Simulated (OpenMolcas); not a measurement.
A ladder of methods for CH2BF3O (SMILES OC(F)B(F)F)

CH2BF3O: 8 atoms, total charge 0, spin state singlet. As SMILES, `OC(F)B(F)F`. Geometry: relaxed at PBE0-D4/def2-TZVP. This is one conformer, not always the lowest.

Quantity: the vertical ionisation energy (to the doublet cation), in eV. The values are calculated.

| level | kind | program | value (eV) | CPU time (all runs) |
| --- | --- | --- | --- | --- |
| HF/def2-SVP | Hartree–Fock | OpenMolcas | 11.43 | 55 s |
| BLYP/def2-SVP | GGA | OpenMolcas | 10.91 | 2.3 min |
| M06-L/def2-SVP | meta-GGA | OpenMolcas | 11.47 | 2.7 min |
| TPSS/def2-SVP | meta-GGA | OpenMolcas | 11.12 | 3.1 min |
| r2SCAN/def2-SVP | meta-GGA | OpenMolcas | 11.39 | 2.7 min |
| B3LYP/def2-SVP | global hybrid | OpenMolcas | 11.68 | 2.1 min |
| BHLYP/def2-SVP | global hybrid | OpenMolcas | 12.29 | 2 min |
| M06-2X/def2-SVP | hybrid meta-GGA | OpenMolcas | 12.18 | 2.7 min |

The values span 10.91 to 12.29 eV. CPU times are rough (shared hosts, several kinds of processor and program).
